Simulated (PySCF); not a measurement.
**How methods differ on the excitation energy of Cu²⁺**

Cu²⁺ [Ar] 3d9 (2D) → Cu²⁺ [Ar] 3d8 4s1, s spin flipped, as a difference of total energies. Computed with PySCF 2.14 in x2c-QZVPPall (11s7p6d4f2g, 108 functions), with the spin-free X2C one-electron Hamiltonian (Gaussian nucleus). Correlated levels: valence: [Ar] frozen; valence and next inner shell: [Ne] frozen. The calculations carry no spin-orbit coupling.

```json
{"method": "UHF", "excitation energy (eV)": "6.262"}
{"method": "LDA", "excitation energy (eV)": "8.355"}
{"method": "PBE", "excitation energy (eV)": "7.953"}
{"method": "PBE0", "excitation energy (eV)": "7.754"}
{"method": "r2SCAN", "excitation energy (eV)": "7.369"}
{"method": "wB97X", "excitation energy (eV)": "8.122"}
{"method": "B2PLYP", "excitation energy (eV)": "7.700"}
{"method": "TPSS", "excitation energy (eV)": "7.882"}
{"method": "MP2 (valence)", "excitation energy (eV)": "8.242"}
{"method": "SCS-MP2 (valence)", "excitation energy (eV)": "8.060"}
{"method": "MP2 (valence and next inner shell)", "excitation energy (eV)": "8.643"}
{"method": "SCS-MP2 (valence and next inner shell)", "excitation energy (eV)": "8.390"}
```

Question: How much does correlation contribute at MP2 (valence and next inner shell)?

Answer: 8.643 − (6.262) = 2.381 eV, measured against UHF.

The upper determinant mixes two multiplicities, so it lies between the two terms.

The basis was made for the ground configuration and has no added diffuse functions, so the excitation energy can come out too high.
